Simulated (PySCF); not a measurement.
Job file and geometry (Å, from GFN2-xTB) of an NMR shielding run on `CB(C)/N=C\CC=O`, C5H10BNO, GIAO PBE0/pcSseg-1 NMR shielding, non-relativistic, gas phase in PySCF; density fitting, a coarse starting grid and PySCF grid level 2 are the driver's defaults:

```
$ OMP_NUM_THREADS=1 python probes_run.py task.json out

{"job": {"kind": "nmr", "xc": "PBE0", "basis": "pcSseg-1"}, "charge": 0, "multiplicity": 1}
C     -2.306066    -1.281326     0.109989
B     -1.361181     0.002456     0.138155
C     -1.930559     1.443914    -0.233545
N     -0.077476    -0.123145     0.523478
C      1.128224    -0.257404     0.770071
C      2.166530    -0.542978    -0.286133
C      3.210826     0.537125    -0.295766
O      3.561718     1.148304    -1.262814
H     -3.109574    -1.177122     0.835729
H     -2.775301    -1.390901    -0.864843
H     -1.776706    -2.204428     0.331130
H     -2.678496     1.755020     0.492476
H     -1.159894     2.209359    -0.262735
H     -2.420489     1.426695    -1.203916
H      1.506457    -0.168196     1.791034
H      2.666046    -1.481463    -0.028919
H      1.700330    -0.628321    -1.268175
H      3.646852     0.738730     0.703128
```

Task: Write the output of this run.

Result: 
```
coarse grid: 14864 points
cycle   1  E = -350.6913822629  dE =  1.064e+00  |g| = 9.174e-01  |ddm| = 3.617e+00
cycle   2  E = -350.1396246248  dE =  5.518e-01  |g| = 1.883e+00  |ddm| = 2.383e+00
cycle   3  E = -350.8720865775  dE = -7.325e-01  |g| = 1.928e-01  |ddm| = 1.808e+00
cycle   4  E = -350.8800876268  dE = -8.001e-03  |g| = 7.327e-02  |ddm| = 1.947e-01
cycle   5  E = -350.8810581354  dE = -9.705e-04  |g| = 2.802e-02  |ddm| = 6.287e-02
cycle   6  E = -350.8812265272  dE = -1.684e-04  |g| = 7.452e-03  |ddm| = 2.181e-02
cycle   7  E = -350.8812368523  dE = -1.033e-05  |g| = 2.413e-03  |ddm| = 5.820e-03
cycle   8  E = -350.8812380190  dE = -1.167e-06  |g| = 7.050e-04  |ddm| = 2.179e-03
final grid: 143168 points
cycle   9  E = -350.9358048042  dE = -2.901e-05  |g| = 1.257e-02  |ddm| = 2.587e-02
cycle  10  E = -350.9357418202  dE =  6.298e-05  |g| = 2.221e-02  |ddm| = 2.326e-02
cycle  11  E = -350.9358363436  dE = -9.452e-05  |g| = 3.032e-03  |ddm| = 1.566e-02
cycle  12  E = -350.9358382662  dE = -1.923e-06  |g| = 3.024e-04  |ddm| = 2.229e-03
cycle  13  E = -350.9358382759  dE = -9.613e-09  |g| = 2.296e-04  |ddm| = 3.423e-04
cycle  14  E = -350.9358382871  dE = -1.126e-08  |g| = 3.499e-05  |ddm| = 1.626e-04
cycle  15  E = -350.9358382874  dE = -2.707e-10  |g| = 1.045e-05  |ddm| = 3.503e-05
converged SCF energy = -350.9358382874

GIAO shielding tensors (ppm)
atom      isotropic    diamagn.    paramagn.     s11        s22        s33       span
  0 C      182.299     252.224     -69.925    175.624    179.960    191.314     15.690
  1 B       72.438     197.269    -124.831     39.798     56.395    121.122     81.325
  2 C      181.968     252.966     -70.999    175.748    179.289    190.867     15.119
  3 N     -136.442     324.517    -460.959   -304.187   -184.995     79.856    384.043
  4 C       48.615     258.436    -209.821    -27.110     36.856    136.099    163.208
  5 C      124.505     252.875    -128.370     99.639    129.949    143.927     44.288
  6 C      -11.629     247.276    -258.905   -105.478    -26.169     96.761    202.239
  7 O     -378.354     395.667    -774.021  -1031.174   -458.710    354.822   1385.996
  8 H       31.186      29.751       1.435     27.389     28.951     37.220      9.831
  9 H       31.257      30.855       0.403     27.484     29.239     37.048      9.565
 10 H       31.484      32.337      -0.853     27.253     29.617     37.581     10.328
 11 H       31.205      30.261       0.944     27.443     28.905     37.269      9.826
 12 H       31.458      33.364      -1.906     27.213     29.668     37.493     10.280
 13 H       31.269      31.307      -0.038     27.499     29.270     37.038      9.539
 14 H       23.744      31.850      -8.105     20.932     24.650     25.651      4.719
 15 H       28.171      29.552      -1.381     26.539     27.233     30.740      4.201
 16 H       28.737      32.969      -4.232     26.641     29.656     29.912      3.271
 17 H       21.581      26.411      -4.830     20.067     20.437     24.239      4.172
```

Size and cost of the density-fitted run: 186 basis functions, 85 s wall time on 1 thread of an Intel Xeon, shared host; peak memory 0.83 GiB.
